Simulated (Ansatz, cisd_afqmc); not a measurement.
System: Pt, charge 0, triplet.

Total energies in def2-QZVPP, 10 correlated electrons, 4 frozen orbitals. UHF or UKS for unpaired electrons; spin-orbit terms are left out. Correlated methods leave the cores frozen (noble-gas shells, and filled d and f shells in the p block). Past Kr the def2 sets carry scalar-relativistic core potentials. AFQMC is phaseless with a CISD trial state; ± is one standard error, without the phaseless bias. Outlying blocks are dropped, and bars are widened where a walk drifts. Over all cases where full CI ran beside it in this data, AFQMC minus full CI had a median of +0.1 mEh and passed +0.4 mEh in a tenth of the cases.

```tsv
method	program	energy (Eh)	minus CCSDT(Q) (mEh)
HF	Ansatz	-118.40026	317.70
MP2	Ansatz	-118.72370	-5.74
CCSD	Ansatz	-118.70351	14.44
CCSD(T)	Ansatz	-118.71842	-0.46
CCSDT(Q)	Ansatz	-118.71795	0.00
AFQMC/CISD	cisd_afqmc	-118.7172 ± 0.0006	0.8 ± 0.6
```

Ansatz is a quantum-chemistry and plane-wave program.
